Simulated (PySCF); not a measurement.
Mapped SMILES: `[CH3:1][O:2][Si@:3]([SiH3:4])([Cl:5])[O:6][SiH3:7]` (H(Xn): hydrogen on atom n).

PySCF 2.14.0 with density-fitted response routines calculation with geometry: GFN2-xTB and shielding tensors at PBE0/pcSseg-1 (GIAO); no solvent model, relativity neglected, fast rotation and ring inversion assumed for equivalent nuclei, one computed conformer.

References, each an isolated molecule treated in the same way: ¹³C (σ = 186.93 ppm) and ¹H (σ = 31.72 ppm) and ²⁹Si (σ = 349.16 ppm) vs TMS; H2O for ¹⁷O (σ = 336.08 ppm); HCl for ³⁵Cl (σ = 949.78 ppm).

```csv
atoms,nucleus,count,δ (ppm)
Si4,²⁹Si,1,-124.8
H(Si7),¹H,3,?
Cl5,³⁵Cl,1,102
Si3,²⁹Si,1,-25.9
C1,¹³C,1,51.2
Si7,²⁹Si,1,?
H(Si4),¹H,3,?
O6,¹⁷O,1,67.0
H(C1),¹H,3,3.83
O2,¹⁷O,1,65.6
```

Estimate the values marked ?.

Results:


- H(Si7): 5.14 ppm, hydrogen on a silicon bonded to O
- H(Si4): 3.33 ppm, hydrogen on a silicon bonded to Si
- Si7: -43.5 ppm, silicon bonded to O, 3 H

Shifts are as computed. Against solution values, carbons near 30 ppm lie about +3 ppm off and those near 130 ppm about +5 ppm. Of 1211 compounds with measured shifts, 218 miss one by over three times the rms of a fit or turn the order of signals round; such compounds aren't used in these exercises. Experimental scales use liquid or dissolved standards, which lie at an offset from isolated H2O (liquid H2O: subtract about 36 ppm).
